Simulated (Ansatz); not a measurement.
Ideal-gas functions of `FB1CBO1` at 298.15 K and 1 bar, from an Ansatz frequency run at PBE0-D4/def2-TZVP.

Molar mass 71.66 g/mol, point group C1 (symmetry number 1), electronic degeneracy 1, moments of inertia 43.926, 100.064, 140.134 u Å². Harmonic wavenumbers (cm⁻¹, unscaled): 70, 399, 416, 606, 627, 801, 913, 934, 999, 1006, 1025, 1115, 1318, 1375, 1488, 2671, 3094, 3159.

Use S(trans) = R[1.5 ln M + 2.5 ln T − 1.1517]; rotational temperatures θ = 24.2544 K / I; S(rot) = R[ln(√π/σ · √(T³/θAθBθC)) + 1.5]; for each mode x = 1.438777 ν̃/T, S = R[x/(eˣ − 1) − ln(1 − e⁻ˣ)] and H = RT x/(eˣ − 1); 1 cm⁻¹ = 0.0119627 kJ/mol; R = 8.31446 J/(mol·K).

**Question.** By hand: the entropy, in J/(mol·K).

**Answer.** Translation 162.1. Rotation: θ = 0.5522, 0.2424, 0.1731 K, giving 103.9. Vibration, mode by mode: 17.38, 4.04, 3.79, 1.84, 1.70, 0.86, 0.55, 0.51, 0.39, 0.38, 0.35, 0.25, 0.11, 0.08, 0.05, 0.00, 0.00, 0.00, in all 32.3. Electronic 0.0. Sum 298.3 J/(mol·K).

**Question.** By hand: H − E and G − E in kJ/mol, counted from the electronic energy.

**Answer.** Zero-point energy ½ × 22016 × 0.0119627 = 131.7; thermal vibration 5.3; translation, rotation and pV give 4 RT = 9.9. H − E = 146.9 kJ/mol, and G − E = 146.9 − 298.15 × 298.3/1000 = 58.0 kJ/mol.

Vibration gives 11 % of the entropy, 17.4 J/(mol·K) of it from the mode under 150 cm⁻¹: soft modes count most, and the harmonic formula is weakest for them. The sum counts one conformer and one mirror image; others add a mixing term.
